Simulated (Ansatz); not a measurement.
Ca₁₂O₁₂ (started as a model of: 2x2x6 CaO rock-salt block). The state is a singlet with charge 0. Geometry PBE-D4/def2-SVP; atoms count from 1.

```xyz
24

Ca    3.5932    1.9170   -4.1734
Ca    0.9131   -0.6513   -1.6559
Ca   -1.7996   -3.1897    0.9246
Ca    0.7198    2.3647   -2.8556
Ca   -1.9773   -0.1625   -0.2490
Ca   -4.6003   -2.6854    2.3721
Ca    3.3486    1.4106   -1.0307
Ca    0.6145   -1.1033    1.5503
Ca   -2.1480   -3.5756    4.0747
Ca    3.1548    4.3456   -2.2722
Ca    0.4500    1.9155    0.3534
Ca   -2.2687   -0.5856    2.9618
O     2.2693    0.6547   -2.9263
O    -0.4543   -1.8587   -0.3173
O    -3.1567   -4.2800    2.3093
O     2.1964    3.5473   -4.0258
O    -0.5661    1.0781   -1.5089
O    -3.2999   -1.4422    1.0821
O     4.5339    2.6989   -2.4030
O     1.9188    0.1763    0.2163
O    -0.7899   -2.3531    2.8247
O     1.8205    3.1405   -0.9805
O    -0.8981    0.6027    1.6087
O    -3.5739   -1.9645    4.1207
```

Single mean-field runs in def2-TZVP are fitted with def2-universal-jkfit. Another isomer (singlet) lies 1.16 eV lower at PBE0-D4/def2-TZVP; other spin states weren't run for this one.

(1) Estimate the Mulliken populations from the PBE0/def2-TZVP orbitals of Ansatz.

(2) And the Mayer bond orders between heavy atoms (over 0.3)?

Results:

(1) 
```json
{"atom": "Ca1", "charge (e)": "1.15"}
{"atom": "Ca2", "charge (e)": "1.27"}
{"atom": "Ca3", "charge (e)": "1.27"}
{"atom": "Ca4", "charge (e)": "1.27"}
{"atom": "Ca5", "charge (e)": "1.27"}
{"atom": "Ca6", "charge (e)": "1.15"}
{"atom": "Ca7", "charge (e)": "1.27"}
{"atom": "Ca8", "charge (e)": "1.27"}
{"atom": "Ca9", "charge (e)": "1.15"}
{"atom": "Ca10", "charge (e)": "1.15"}
{"atom": "Ca11", "charge (e)": "1.27"}
{"atom": "Ca12", "charge (e)": "1.27"}
{"atom": "O13", "charge (e)": "-1.26"}
{"atom": "O14", "charge (e)": "-1.29"}
{"atom": "O15", "charge (e)": "-1.14"}
{"atom": "O16", "charge (e)": "-1.14"}
{"atom": "O17", "charge (e)": "-1.29"}
{"atom": "O18", "charge (e)": "-1.26"}
{"atom": "O19", "charge (e)": "-1.14"}
{"atom": "O20", "charge (e)": "-1.29"}
{"atom": "O21", "charge (e)": "-1.26"}
{"atom": "O22", "charge (e)": "-1.26"}
{"atom": "O23", "charge (e)": "-1.29"}
{"atom": "O24", "charge (e)": "-1.14"}
```
Mulliken values depend strongly on the basis.

(2) Ca1–O13 0.37 (2.21 Å); Ca1–O16 0.56 (2.15 Å); Ca1–O19 0.56 (2.15 Å); Ca2–O13 0.33 (2.27 Å); Ca2–O17 0.36 (2.28 Å); Ca2–O20 0.36 (2.28 Å); Ca3–O15 0.42 (2.22 Å); Ca4–O16 0.42 (2.22 Å); Ca5–O14 0.36 (2.28 Å); Ca5–O18 0.33 (2.27 Å); Ca5–O23 0.36 (2.28 Å); Ca6–O15 0.56 (2.15 Å); Ca6–O18 0.37 (2.21 Å); Ca6–O24 0.56 (2.15 Å); Ca7–O19 0.42 (2.22 Å); Ca8–O14 0.36 (2.28 Å); Ca8–O21 0.33 (2.27 Å); Ca8–O23 0.36 (2.28 Å); Ca9–O15 0.56 (2.15 Å); Ca9–O21 0.37 (2.21 Å); Ca9–O24 0.56 (2.15 Å); Ca10–O16 0.56 (2.15 Å); Ca10–O19 0.56 (2.15 Å); Ca10–O22 0.37 (2.21 Å); Ca11–O17 0.36 (2.28 Å); Ca11–O20 0.36 (2.28 Å); Ca11–O22 0.33 (2.27 Å); Ca12–O24 0.42 (2.22 Å).
